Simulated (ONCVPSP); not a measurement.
u(r) = r·R(r): atom against pseudo-atom (scandium)

Columns: radius, all-electron u(r) and pseudo u(r) of the 3d shell (level -3.29 eV) of scandium in the configuration [Ne] 3s2 3p6 3d1 4s2; PW91, scalar-relativistic, ONCV scheme, ONCVPSP 4.0.1.

```json
{"r (bohr)": "0.098", "all-electron": "0.0227", "pseudo": "0.0036"}
{"r (bohr)": "0.195", "all-electron": "0.1045", "pseudo": "0.0268"}
{"r (bohr)": "0.292", "all-electron": "0.2186", "pseudo": "0.0827"}
{"r (bohr)": "0.390", "all-electron": "0.3379", "pseudo": "0.1753"}
{"r (bohr)": "0.488", "all-electron": "0.4454", "pseudo": "0.2961"}
{"r (bohr)": "0.585", "all-electron": "0.5334", "pseudo": "0.4275"}
{"r (bohr)": "0.682", "all-electron": "0.6025", "pseudo": "0.5522"}
{"r (bohr)": "0.780", "all-electron": "0.6533", "pseudo": "0.6554"}
{"r (bohr)": "0.878", "all-electron": "0.6867", "pseudo": "0.7263"}
{"r (bohr)": "0.975", "all-electron": "0.7053", "pseudo": "0.7631"}
{"r (bohr)": "1.072", "all-electron": "0.7123", "pseudo": "0.7715"}
{"r (bohr)": "1.170", "all-electron": "0.7103", "pseudo": "0.7596"}
{"r (bohr)": "1.268", "all-electron": "0.7015", "pseudo": "0.7363"}
{"r (bohr)": "1.365", "all-electron": "0.6879", "pseudo": "0.7089"}
{"r (bohr)": "1.463", "all-electron": "0.6706", "pseudo": "0.6813"}
{"r (bohr)": "1.560", "all-electron": "0.6511", "pseudo": "0.6555"}
{"r (bohr)": "1.658", "all-electron": "0.6298", "pseudo": "0.6312"}
{"r (bohr)": "1.755", "all-electron": "0.6079", "pseudo": "0.6082"}
{"r (bohr)": "1.852", "all-electron": "0.5856", "pseudo": "0.5856"}
{"r (bohr)": "1.950", "all-electron": "0.5631", "pseudo": "0.5630"}
{"r (bohr)": "2.047", "all-electron": "0.5410", "pseudo": "0.5410"}
{"r (bohr)": "2.145", "all-electron": "0.5192", "pseudo": "0.5192"}
{"r (bohr)": "2.242", "all-electron": "0.4983", "pseudo": "0.4983"}
{"r (bohr)": "2.340", "all-electron": "0.4779", "pseudo": "0.4778"}
{"r (bohr)": "2.438", "all-electron": "0.4582", "pseudo": "0.4582"}
{"r (bohr)": "2.535", "all-electron": "0.4396", "pseudo": "0.4395"}
```

(1) How many radial nodes do the two functions have?

(2) At about which radius was the pseudo-wave matched?

(3) Is the pseudo-wave norm-conserving?

## Answers

(1) The all-electron 3d function has n − l − 1 = 0; the pseudo-wave has 0.

(2) 1.95 bohr. The columns agree to 0.0005 from 1.75 bohr on; several derivatives are matched, so the curves merge somewhat inside the radius.

(3) Yes: the ONCV scheme keeps the norm inside the radius equal to the all-electron one, which fixes the energy derivative of the logarithmic derivative at the level.
